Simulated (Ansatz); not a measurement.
System: GeBr$_{2}$, charge 0, multiplicity 3. This is an excited triplet: at this geometry the singlet lies 2.15 eV lower at RI-MP2/CBS(aug-cc-pVTZ,aug-cc-pVQZ)+[CCSD(T)-MP2]/aug-cc-pVTZ. 
Geometry from a B3LYP-D3(BJ)/def2-TZVP (Ansatz, an electronic-structure program) optimisation:
```xyz
3

Ge     0.0056    -0.0075     0.8065
Br     1.1230    -1.6899    -0.3922
Br    -1.1281     1.6967    -0.3452
```
Charge 0, spin multiplicity 3.

Quantity: vertical singlet-triplet gap (E(singlet) - E(triplet); the singlet is one closed-shell determinant, which may describe it poorly; each state is the SCF solution reached for its spin), in kcal/mol. Correlated levels leave the core frozen unless marked. UHF or UKS for open shells. No spin-orbit coupling. The frozen core is the preceding noble-gas configuration, with the filled d and f shells of earlier blocks. No relativistic terms. CBS marks a two-point X^-3 extrapolation of the correlation energy; Hartree-Fock from the larger set. The bracket is a focal-point correction in the basis named.

```
level                                                          program  vertical singlet-triplet gap (kcal/mol)
-------------------------------------------------------------  -------  ---------------------------------------
HF/aug-cc-pVTZ                                                  Ansatz                                    -33.4
PBE/def2-TZVPD                                                  Ansatz                                    -50.7
r2SCAN/def2-TZVPD                                               Ansatz                                    -46.7
B3LYP/def2-TZVPD                                                Ansatz                                    -52.1
wB97M-V/def2-TZVPD                                              Ansatz                                    -51.6
wB97X-V/def2-TZVPD                                              Ansatz                                    -51.0
SCS-MP2/aug-cc-pVTZ                                             Ansatz                                    -50.0
CCSD(T)/aug-cc-pVDZ                                             Ansatz                                    -48.3
RI-MP2/CBS(aug-cc-pVTZ,aug-cc-pVQZ)+[CCSD(T)-MP2]/aug-cc-pVDZ   Ansatz                                    -50.2
RI-MP2/CBS(aug-cc-pVTZ,aug-cc-pVQZ)+[CCSD(T)-MP2]/aug-cc-pVTZ   Ansatz                                    -49.5
```
